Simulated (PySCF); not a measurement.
**GeSBr₂: one-bond stretch**

Level of theory: PBE0 in PySCF with Ge def2-SVP, S def2-SVP, Br def2-SVP; no relativity; density-fitted integrals.

Rigid scan from the singlet minimum (Ge–Br 2.280 Å (×2), Ge–S 2.016 Å; Br–Ge–Br 106.3°, Br–Ge–S 126.8° (×2)). Coordinate: the bond from Ge to the last atom (Br) scaled, the rest fixed. Energies in kJ/mol from the minimum.

(1) Predict the curve at 0.92, 0.96, 1.00, 1.05, 1.12, 1.20, 1.35, 1.55, 1.80, 2.20.

Results:

(1) 
| scale of one bond | E (kJ/mol) | dipole size (D) |
| --- | --- | --- |
| 0.92 | 30.3 | 2.30 |
| 0.96 | 6.6 | 1.94 |
| 1.00 | 0.0 | 1.65 |
| 1.05 | 7.7 | 1.41 |
| 1.12 | 35.5 | 1.43 |
| 1.20 | 78.3 | 1.86 |
| 1.35 | 161.5 | 2.90 |
| 1.55 | 251.4 | – |
| 1.80 | 325.0 | – |
| 2.20 | 382.8 | – |

At long bonds a restricted determinant can lie too high, and another spin state can fall below this curve.

Other isomers or separated fragments may lie lower.
